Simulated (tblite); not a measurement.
C5H11FOSi2.
Atom-mapped SMILES: `[CH3:1][O:2][Si@@H:3]1[CH2:4][C:5]([CH2:6][SiH3:7])=[C:8]1[F:9]` (hydrogens: H10, H11, H12 on C1; H13 on Si3; H14, H15 on C4; H16, H17 on C6; H18, H19, H20 on Si7)

Computed with GFN2-xTB (tblite), gas phase: L-BFGS steps from a force-field or distance-geometry start until the largest atomic force falls under 0.01 eV/Å.

Step 44: E = -777.1532 eV
```
atom  x, y, z in Å  |  force x, y, z in eV/Å
C1      3.1389    1.5426   -1.0872    0.007  -0.008   0.015
O2      2.4646    0.3740   -0.7145   -0.027   0.009  -0.039
Si3     1.6571    0.0476    0.6478   -0.010   0.029  -0.019
C4      0.3713   -1.3419    0.3666   -0.018  -0.017  -0.009
C5     -0.7307   -0.3737    0.7397    0.008  -0.002   0.059
C6     -2.1708   -0.6872    0.7965    0.023   0.016  -0.011
Si7    -2.9276   -0.5775   -0.9602    0.040  -0.001   0.065
C8     -0.0616    0.7698    0.9432    0.001   0.026   0.015
F9     -0.6131    1.9640    1.3063   -0.014  -0.006   0.002
H10     3.8906    1.8151   -0.3437    0.002  -0.009   0.019
H11     3.6312    1.3561   -2.0427   -0.036   0.009   0.013
H12     2.4327    2.3695   -1.1909    0.041  -0.009  -0.021
H13     2.5472    0.0064    1.8034    0.010  -0.001   0.026
H14     0.4136   -2.2001    1.0328    0.021  -0.008   0.016
H15     0.2712   -1.7127   -0.6501   -0.010  -0.035  -0.025
H16    -2.6724    0.0227    1.4572   -0.011  -0.028  -0.036
H17    -2.3179   -1.6924    1.1978    0.004   0.041  -0.022
H18    -4.3716   -0.8004   -0.8779   -0.016  -0.016   0.021
H19    -2.6491    0.7463   -1.5112   -0.004   0.012  -0.027
H20    -2.3088   -1.6177   -1.7839   -0.011  -0.002  -0.042
```

Step 45: E = -777.1541 eV
```
atom  x, y, z in Å  |  force x, y, z in eV/Å
C1      3.1412    1.5395   -1.0905    0.010  -0.010   0.018
O2      2.4539    0.3784   -0.7194   -0.039   0.001  -0.017
Si3     1.6534    0.0538    0.6479   -0.001   0.031  -0.004
C4      0.3700   -1.3378    0.3660    0.011  -0.017  -0.004
C5     -0.7331   -0.3742    0.7449    0.003   0.011   0.033
C6     -2.1728   -0.6890    0.7973    0.024   0.015  -0.013
Si7    -2.9256   -0.5799   -0.9617    0.051   0.008   0.082
C8     -0.0672    0.7705    0.9515    0.023   0.033   0.017
F9     -0.6201    1.9623    1.3215   -0.013  -0.020  -0.004
H10     3.8950    1.8030   -0.3468    0.011  -0.001   0.038
H11     3.6337    1.3485   -2.0443   -0.035   0.004  -0.010
H12     2.4444    2.3737   -1.1948    0.032   0.001  -0.022
H13     2.5485    0.0153    1.8019   -0.008   0.000  -0.003
H14     0.4170   -2.1969    1.0302    0.018  -0.019   0.019
H15     0.2716   -1.7064   -0.6515   -0.021  -0.035  -0.025
H16    -2.6736    0.0207    1.4589   -0.029  -0.040  -0.041
H17    -2.3206   -1.6957    1.1942    0.003   0.043  -0.007
H18    -4.3690   -0.8018   -0.8802   -0.030  -0.023   0.018
H19    -2.6478    0.7445   -1.5100    0.000   0.024  -0.034
H20    -2.3041   -1.6179   -1.7860   -0.012  -0.004  -0.039
```

Step 46: E = -777.1551 eV
```
atom  x, y, z in Å  |  force x, y, z in eV/Å
C1      3.1434    1.5362   -1.0932    0.012  -0.009   0.017
O2      2.4424    0.3829   -0.7251   -0.045  -0.003   0.007
Si3     1.6495    0.0605    0.6478    0.009   0.020   0.010
C4      0.3687   -1.3341    0.3655    0.043  -0.012   0.003
C5     -0.7351   -0.3745    0.7504    0.009   0.019  -0.002
C6     -2.1739   -0.6903    0.7975    0.024   0.010  -0.009
Si7    -2.9226   -0.5822   -0.9624    0.041   0.017   0.061
C8     -0.0724    0.7716    0.9599    0.041   0.028   0.018
F9     -0.6279    1.9601    1.3366   -0.012  -0.024  -0.007
H10     3.8990    1.7906   -0.3488    0.015   0.003   0.052
H11     3.6356    1.3416   -2.0457   -0.027  -0.005  -0.032
H12     2.4566    2.3779   -1.1987    0.021   0.015  -0.018
H13     2.5502    0.0237    1.7999   -0.027   0.001  -0.033
H14     0.4206   -2.1935    1.0287    0.015  -0.024   0.017
H15     0.2719   -1.7017   -0.6528   -0.033  -0.027  -0.014
H16    -2.6748    0.0185    1.4593   -0.049  -0.039  -0.036
H17    -2.3232   -1.6979    1.1900    0.003   0.030   0.014
H18    -4.3663   -0.8037   -0.8799   -0.026  -0.027   0.015
H19    -2.6467    0.7428   -1.5100    0.002   0.026  -0.035
H20    -2.3000   -1.6177   -1.7899   -0.017   0.001  -0.026
```

Step 47: E = -777.1560 eV
```
atom  x, y, z in Å  |  force x, y, z in eV/Å
C1      3.1449    1.5333   -1.0945    0.014  -0.004   0.011
O2      2.4317    0.3866   -0.7306   -0.041   0.001   0.023
Si3     1.6467    0.0660    0.6474    0.016   0.000   0.017
C4      0.3684   -1.3317    0.3654    0.062  -0.005   0.008
C5     -0.7358   -0.3745    0.7546    0.022   0.020  -0.031
C6     -2.1738   -0.6905    0.7969    0.023   0.002   0.000
Si7    -2.9196   -0.5839   -0.9623    0.012   0.025   0.012
C8     -0.0757    0.7726    0.9667    0.045   0.013   0.015
F9     -0.6347    1.9576    1.3485   -0.009  -0.015  -0.007
H10     3.9015    1.7797   -0.3483    0.011   0.001   0.051
H11     3.6366    1.3371   -2.0465   -0.015  -0.015  -0.042
H12     2.4667    2.3813   -1.2015    0.011   0.027  -0.009
H13     2.5524    0.0305    1.7970   -0.036   0.003  -0.050
H14     0.4241   -2.1906    1.0293    0.013  -0.022   0.011
H15     0.2721   -1.7006   -0.6532   -0.040  -0.014   0.007
H16    -2.6760    0.0171    1.4579   -0.064  -0.027  -0.024
H17    -2.3252   -1.6983    1.1859    0.005   0.007   0.034
H18    -4.3642   -0.8059   -0.8767   -0.007  -0.027   0.010
H19    -2.6469    0.7417   -1.5116    0.002   0.019  -0.030
H20    -2.2981   -1.6171   -1.7953   -0.025   0.012  -0.007
```

Problem. Estimate the geometry and energy of step 48. (The exact step hangs on the optimiser's Hessian estimate; all steps are aligned on step 47, rigid shifts and turns removed.)

Solution. E = -777.1569 eV, largest force 0.067 eV/Å
```
atom  x, y, z in Å  |  force x, y, z in eV/Å
C1      3.1458    1.5312   -1.0946    0.011   0.005   0.001
O2      2.4221    0.3894   -0.7355   -0.024   0.013   0.024
Si3     1.6452    0.0700    0.6470    0.016  -0.019   0.014
C4      0.3697   -1.3306    0.3659    0.055  -0.001   0.012
C5     -0.7352   -0.3742    0.7569    0.032   0.014  -0.043
C6     -2.1728   -0.6897    0.7955    0.020  -0.008   0.009
Si7    -2.9175   -0.5846   -0.9622   -0.020   0.028  -0.041
C8     -0.0768    0.7734    0.9720    0.034  -0.006   0.009
F9     -0.6399    1.9549    1.3571   -0.004  -0.001  -0.004
H10     3.9024    1.7707   -0.3456    0.001  -0.004   0.035
H11     3.6367    1.3348   -2.0470   -0.003  -0.024  -0.034
H12     2.4743    2.3842   -1.2030    0.008   0.033   0.003
H13     2.5550    0.0359    1.7930   -0.031   0.004  -0.047
H14     0.4277   -2.1884    1.0317    0.012  -0.014   0.003
H15     0.2724   -1.7024   -0.6522   -0.038   0.000   0.027
H16    -2.6774    0.0166    1.4552   -0.065  -0.012  -0.012
H17    -2.3266   -1.6973    1.1825    0.010  -0.015   0.048
H18    -4.3629   -0.8083   -0.8719    0.017  -0.024   0.005
H19    -2.6487    0.7413   -1.5145    0.001   0.010  -0.022
H20    -2.2984   -1.6162   -1.8010   -0.030   0.023   0.012
```

The energy changes by -0.0009 eV. The first-order estimate −F·Δx gives -0.0012 eV and the mean of the old and new forces, exact on a quadratic surface, -0.0009 eV. The step makes an angle of 75° with the force vector and moves no atom by more than 0.011 Å.

What follows is the cost of the whole relaxation. Hardware: an Arm Neoverse V1 with one thread, shared host with 32 logical CPUs at a one-minute load of 5.8. Cost: 1.1 s of wall time.
